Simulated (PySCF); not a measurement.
One of the candidates below gave these computed data.

All candidates are C6H14Si2.

- Rotational structure: rotational constants A, B, C: 2.896, 0.551, 0.521 GHz [GFN2-xTB]
- NMR, other nuclei: isotropic shieldings of nuclei other than C and H, by class: 400 (1 Si), 449 (1 Si) ppm [GIAO PBE0/pcSseg-1]
- 13C NMR: chemical shifts (computed TMS as zero) by class: 119.2 (1 C), 113.6 (1 C), 29.1 (3 C), 21.9 (1 C) ppm [GIAO PBE0/pcSseg-1]
- 1H NMR: chemical shifts (computed TMS as zero) by class: 4.26 (3 H), 4.24 (2 H), 1.15 (9 H) ppm [GIAO PBE0/pcSseg-1]
- Dipole: 0.62 D [PBE0/pcSseg-1]

Electronic properties: PySCF, gas phase, density fitting. Levels stand in brackets. Geometry: GFN2-xTB; no solvent, vibrations or thermal averaging. NMR values are class means; diastereotopic atoms form classes of their own.

Problem. Which candidate is it?
A. `C=C[Si@H]([SiH2]C)C1CC1`
B. `CC#CCCC([SiH3])[SiH3]`
C. `CC(C)(C)[SiH2]C#C[SiH3]`

Solution. C. It is `CC(C)(C)[SiH2]C#C[SiH3]`. Numbering: `[CH3:1][C:2]([CH3:3])([CH3:4])[SiH2:5][C:6]#[C:7][SiH3:8]`. Its formula, C6H14Si2, gives 2 degrees of unsaturation: 0 rings and 2 π bonds in the structure found. 6 carbons fall into 4 classes; from least to most shielded: alkyne carbon [C6] (119.2 ppm), alkyne carbon [C7] (113.6 ppm), methyl carbon [C1/C3/C4] (29.1 ppm, 3 C), sp3 carbon bound to silicon [C2] (21.9 ppm). Hydrogen classes from least to most shielded: 3 H on an SiH3 silicon, Si8 (4.26 ppm), 2 H on an SiH2 silicon, Si5 (4.24 ppm), 9 H on 3 methyl carbons, C1/C3/C4 (1.15 ppm, a mean of values up to 0.8 ppm apart in this geometry). The other shieldings belong to: 400 ppm, SiH2 silicon [Si5]; 449 ppm, SiH3 silicon [Si8]. The optimised geometry has point group Cs and is an asymmetric top.

The others, at the same levels:
- `CC#CCCC([SiH3])[SiH3]` fails: it has 6 carbon classes against 4; its computed 13C shifts are 84.9 (1 C), 84.5 (1 C), 33.1 (1 C), 23.0 (1 C), 4.7 (1 C), 0.1 (1 C) ppm, 1H shifts are 3.90 (6 H), 2.45 (2 H), 2.00 (3 H), 1.61 (2 H), 1.07 (1 H) ppm and rotational constant A is 1.779 GHz (against 2.896 GHz).
- `C=C[Si@H]([SiH2]C)C1CC1` fails: it has 6 carbon classes against 4; its computed 13C shifts are 142.7 (1 C), 141.6 (1 C), 4.8 (1 C), 1.0 (1 C), -6.1 (1 C), -10.3 (1 C) ppm, 1H shifts are 6.57 (1 H), 6.50 (1 H), 6.37 (1 H), 4.75 (1 H), 3.71 (1 H), 3.67 (1 H), 0.73 (1 H), 0.64 (1 H), 0.21 (1 H), 0.16 (3 H), 0.03 (1 H), -0.12 (1 H) ppm and rotational constant A is 1.519 GHz (against 2.896 GHz).

Each candidate is one conformer, not necessarily the lowest. The conformers computed, where there is a choice (atom-mapped SMILES and torsion angles):
- `[CH3:1][C:2]([CH3:3])([CH3:4])[SiH2:5][C:6]#[C:7][SiH3:8]`: C1–C2–Si5–C6 60°
- `[CH3:1][C:2]#[C:3][CH2:4][CH2:5][CH:6]([SiH3:7])[SiH3:8]`: C3–C4–C5–C6 62°, C4–C5–C6–Si7 66°
- `[CH2:1]=[CH:2][Si@H:3]([SiH2:4][CH3:5])[CH:6]1[CH2:7][CH2:8]1`: C1–C2–Si3–Si4 101°, C2–Si3–Si4–C5 87°, C2–Si3–C6–C7 164°
